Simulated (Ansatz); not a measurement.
Conformers of `[BH2][InH][CH2]F`, each relaxed with PBE0-D4/def2-TZVP in Ansatz. CBS adds the triple-zeta coupled-cluster correction to the MP2 limit.

Elements past krypton have def2 core potentials. Outer-core shells of In are correlated without core-valence functions. Spin–orbit coupling is left out.

Not all of them had a frequency check.

Conformer A:

```xyz
9

B     1.075   -0.599    1.848
In   -0.300   -0.720    0.090
C    -0.530    0.924   -1.340
F    -1.435    0.611   -2.348
H     2.219   -0.947    1.782
H     0.712   -0.177    2.908
H    -1.285   -2.088   -0.292
H     0.429    1.166   -1.811
H    -0.885    1.830   -0.837
```

Conformer B:

```xyz
9

B    -1.871   -1.111    0.271
In    0.236   -0.472    0.625
C     1.222    1.081   -0.560
F     0.388    1.609   -1.543
H    -2.141   -1.996   -0.488
H    -2.791   -0.582    0.825
H     1.296   -1.113    1.840
H     2.113    0.679   -1.054
H     1.549    1.905    0.083
```

Which is lowest in electronic energy at CCSD(T)/CBS (frozen core, def2 sets), and by how much? (An estimate is asked.)

Ansatz gave: B; A lies 3.2 kJ/mol higher.

Give the energies relative to B (kJ/mol) with PBE-D4/def2-TZVPP, ωB97X-V/def2-TZVPP, PBE/def2-TZVPP, HF/def2-TZVPP, CCSD(T)/def2-TZVPP, MP2/def2-QZVPP, SCS-MP2/def2-QZVPP. (An estimate is asked.)

Computed: 
```
             level    A
 PBE-D4/def2-TZVPP  1.9
ωB97X-V/def2-TZVPP  3.1
    PBE/def2-TZVPP  1.7
     HF/def2-TZVPP  4.1
CCSD(T)/def2-TZVPP  2.8
    MP2/def2-QZVPP  3.3
SCS-MP2/def2-QZVPP  3.4
```
